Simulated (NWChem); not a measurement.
PtF6, triplet; SMILES [F][Pt]([F])([F])([F])([F])[F]

In the optimisation the excess spin sits in ag (Ci, its own frame). No frequency run checked for a minimum. def2 effective core potentials on Pt; no spin-orbit coupling.

Q: Give the equilibrium geometry at PBE0/def2-SVP with def2 effective core potentials on Pt, spin-unrestricted (NWChem) as an XYZ file, with the point group.

A: point group Ci; any orientation.
```
7

Pt     0.0000     0.0000     0.0000
F      1.5824     0.8475    -0.4038
F      0.9014    -1.1218     1.1818
F      0.2998    -1.2137    -1.3801
F     -0.2998     1.2137     1.3801
F     -0.9014     1.1218    -1.1818
F     -1.5824    -0.8475     0.4038
```
